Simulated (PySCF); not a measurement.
Gas-phase reaction: 2 CuF + I₂ = 2 CuI + F₂

Method: PySCF energies (xtb for GFN2) plus ideal-gas RRHO corrections (1 bar). † marks an energy on the PBE0/def2-TZVP geometry and frequencies; other levels use their own. All species are closed-shell singlets. B3LYP is the form with VWN-RPA correlation. I: scalar-relativistic def2 core potential, no spin-orbit coupling. Cu: all electrons, no relativistic terms.

```
level              ΔH°(298 K), kJ
-----------------  --------------
B3LYP/def2-TZVP†              ___
BLYP/def2-TZVP†               249
GFN2-xTB                      309
HF/def2-TZVP†                 238
M06-2X/def2-TZVP†             ___
PBE0/def2-TZVP                ___
```

**Question.** Complete the blanks.

**Answer.** 
- B3LYP/def2-TZVP†, ΔH°(298 K), kJ: 244
- M06-2X/def2-TZVP†, ΔH°(298 K), kJ: 234
- PBE0/def2-TZVP, ΔH°(298 K), kJ: 222
